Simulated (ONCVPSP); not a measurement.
## Before and after: ONCV potential for Fe (Z = 26)

ONCVPSP 4.0.1 input, shortened (lines: element, Z, core and valence counts, functional; n l f; lmax; l rc ep ncon nbas qcut; lloc lpopt rc5 dvloc0; l nproj debl; icmod fcfact rcfact), PBE, fully relativistic:

```
  Fe 26.00    5    2        4      upf
    1    0    2.00
    2    0    2.00
    2    1    6.00
    3    0    2.00
    3    1    6.00
    3    2    6.00
    4    0    1.00
    2
    0    2.30    0.00    5    9    2.80
    1    2.00    0.19    4    9    4.80
    2    1.90    0.00    4    8    6.70
    4    5    1.55   -1.00
    0    2    3.80
    1    2    1.80
    2    2    3.20
    1    0.55    0.00
```

Open shells are filled in proportion to 2j + 1.

In the p channel the program set the typed energies aside and used 0.050, 1.850 Ha (j = l + 1/2; the other j can differ).

Change: s: qcut 2.

Cutoffs: the cutoffs (Ha) at which the residual kinetic energy of the hardest occupied pseudo-wave falls to 1 and 0.1 mHa per electron; they do not see the model core or the augmentation charge, which bear on the density cutoff. Errors are all-electron minus pseudo energies relative to the spin-unpolarised reference configuration.

Task: What does the change do?

Result: The potential gets neither clearly harder nor softer (23 Ha and 62 Ha → 23 Ha and 62 Ha); both files keep a bound ghost (p); of the 4 tests that both files solve, the error grows in 0 and shrinks in 4 by more than 15 % and 0.3 meV (median size 7.2 → 4.6 meV).

| quantity | base | changed |
| --- | --- | --- |
| cutoff, loose | 23 Ha | 23 Ha |
| cutoff, tight | 62 Ha | 62 Ha |
| loose cutoff by channel | s 5.5 Ha, d 23 Ha | s 22 Ha, d 23 Ha |
| bound ghosts | p1/2 | p1/2 |
| GHOST(+) flags under 300 eV | s at 65.9 eV, p3/2 at 88.7 eV | s at 69.6 eV, p3/2 at 88.7 eV |
| error for 3d6 4s2, meV [ΔE -8.73 eV] | -2.4 | -1.2 |
| error for 3d6 4s0, meV [ΔE 16.20 eV] | -12 | -10 |
| error for 3d5 4s0, meV [ΔE 50.43 eV] | +35 | +7.8 |
| error for 3d6.5 4s1.5, meV [ΔE -9.46 eV] | +1.9 | +1.4 |
| s: phases at 2.33 bohr within 0.05 rad from the reference energy up to (Ha; the scan ends near 5) | 2.0 | 2.2 |
| p3/2: phases at 2.03 bohr within 0.05 rad from the reference energy up to (Ha; the scan ends near 5) | 2.9 | 2.9 |
| p1/2: phases at 2.03 bohr within 0.05 rad from the reference energy up to (Ha; the scan ends near 5) | 4.3 | 4.3 |
| d5/2: phases at 1.93 bohr within 0.05 rad from the reference energy up to (Ha; the scan ends near 5) | to the end of the scan | to the end of the scan |
| d3/2: phases at 1.93 bohr within 0.05 rad from the reference energy up to (Ha; the scan ends near 5) | to the end of the scan | to the end of the scan |
| rms error of d²Exc/dni dnj with the model core, mHa | 3.60 | 3.63 |

Base: The cutoffs count occupied waves only; projector 2 of the p channel, the hardest unoccupied one, needs 75 Ha at the loose tolerance. Changed file: The cutoffs count occupied waves only; projector 2 of the p channel, the hardest unoccupied one, needs 75 Ha at the loose tolerance. A true bound ghost makes a file unfit for plane-wave use even where its test errors are small: the radial tests pick states by their node count and pass the ghost by.
